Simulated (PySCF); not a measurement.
## Electron correlation in Ba⁴¹⁺ (barium, charge +41)

[Ne] 3s2 3p3, high-spin 4S determinant. All numbers are calculated (PySCF 2.14, the spin-free X2C one-electron Hamiltonian (Gaussian nucleus), in an uncontracted even-tempered set (18 s from 8 bohr⁻², ratio 2.5; 12 p from 10 bohr⁻², ratio 2.5; 4 d from 42 bohr⁻², ratio 2.7; 4 f from 63 bohr⁻², ratio 2.7)). Frozen: 1s2; 13 electrons correlated; the 21 highest virtual orbitals of each spin left out.

```tsv
level	correlation energy (mhartree)
CCSD	-536.27
(T)	-0.81
CCSD(T)	-537.08
```

Diagnostics: T1 = 0.00025, D1 = 0.0008, largest double amplitude 0.021.

Spin-orbit coupling is strong in this species (close to jj coupling), so the high-spin LS determinant is a model state, not a physical level.

Cost of the coupled-cluster step: of the order of 50 core-seconds, for 13 correlated electrons.

Iterations:

```
CC2 = 0
CCSD nocc = (np.int64(8), np.int64(5)), nmo = (80, 80)
frozen orbitals [[0, 81, 82, 83, 84, 85, 86, 87, 88, 89, 90, 91, 92, 93, 94, 95, 96, 97, 98, 99, 100, 101], [0, 81, 82, 83, 84, 85, 86, 87, 88, 89, 90, 91, 92, 93, 94, 95, 96, 97, 98, 99, 100, 101]]
max_cycle = 100
direct = 0
conv_tol = 1e-08
conv_tol_normt = 1e-06
diis_space = 8
diis_start_cycle = 0
Init t2, MP2 energy = -0.522505344277951
Init E_corr(UCCSD) = -0.522505344277953
cycle = 1  E_corr(UCCSD) = -0.533789424694042  dE = -0.0112840804  norm(t1,t2) = 0.0079697
cycle = 2  E_corr(UCCSD) = -0.535822336143931  dE = -0.00203291145  norm(t1,t2) = 0.00154202
cycle = 3  E_corr(UCCSD) = -0.536277101181925  dE = -0.000454765038  norm(t1,t2) = 0.000311973
cycle = 4  E_corr(UCCSD) = -0.536274282511515  dE = 2.81867041e-06  norm(t1,t2) = 9.27747e-06
cycle = 5  E_corr(UCCSD) = -0.536274269253062  dE = 1.3258453e-08  norm(t1,t2) = 7.47571e-08
cycle = 6  E_corr(UCCSD) = -0.53627427186239  dE = -2.60932753e-09  norm(t1,t2) = 3.52066e-09
UCCSD converged
E(UCCSD) = -6636.774111334366  E_corr = -0.53627427186239
UCCSD(T) correction = -0.000812811854961284
```

At this charge the one-electron X2C treatment keeps the bare 1/r₁₂, with no two-electron picture change or Breit term. The effect here is smaller than on the frozen 1s shell; and a scalar Hamiltonian misses the large spin-orbit splitting of the p shells, which matters for ns² → np² pairs.

Spin-orbit coupling is strong in this species, so the high-spin LS determinant is a model state.
